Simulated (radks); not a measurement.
Values are calculated unless marked as measured or tabulated.
All-electron atom: Nd in [Xe] 4f4 6s1.75 6p0.25 (fractional occupations, a model configuration). Code: a radial shooting solver on a logarithmic mesh with Libxc functionals. Model: Dirac Kohn-Sham, LDA (Slater exchange, Perdew-Wang correlation), spin-unpolarised, spherical densities, finite nucleus; open shells fill j = l - 1/2 first; Fermi nuclear charge, rms radius 4.9123 fm. Some entries of the table are withheld. Estimate them.

orbital  occ.  eigenvalue (hartree)  <r^2> (bohr^2)
1s1/2       2             -1591.764       0.0007611
2s1/2       2             -257.3890             (1)
2p1/2       2             -243.6279        0.008757
2p3/2       4             -224.5397         0.01001
3s1/2       2             -55.82027             (2)
3p1/2       2             -49.92663         0.07611
3p3/2       4             -46.11815         0.08349
3d3/2       4             -35.80910         0.06767
3d5/2       6             -34.98491         0.06975
4s1/2       2             -11.08569          0.4171
4p1/2       2              -8.86154          0.4433
4p3/2       4              -8.03050          0.4846
4d3/2       4              -4.36767             (3)
4d5/2       6              -4.22095             (4)
5s1/2       2              -1.49700           2.443
5p1/2       2              -0.90181           3.161
5p3/2       4              -0.78915           3.535
6s1/2    1.75                   (5)             (6)
4f5/2       4                   (7)           1.791
4f7/2       0                   (8)           1.899
6p1/2    0.25              -0.05681           38.59
6p3/2       0              -0.04996           42.96

Answer. 
(1) 2s1/2 <r^2> (bohr^2): 0.01199
(2) 3s1/2 <r^2> (bohr^2): 0.08116
(3) 4d3/2 <r^2> (bohr^2): 0.5723
(4) 4d5/2 <r^2> (bohr^2): 0.5890
(5) 6s1/2 eigenvalue (hartree): -0.13935
(6) 6s1/2 <r^2> (bohr^2): 21.59
(7) 4f5/2 eigenvalue (hartree): -0.08472
(8) 4f7/2 eigenvalue (hartree): -0.06993
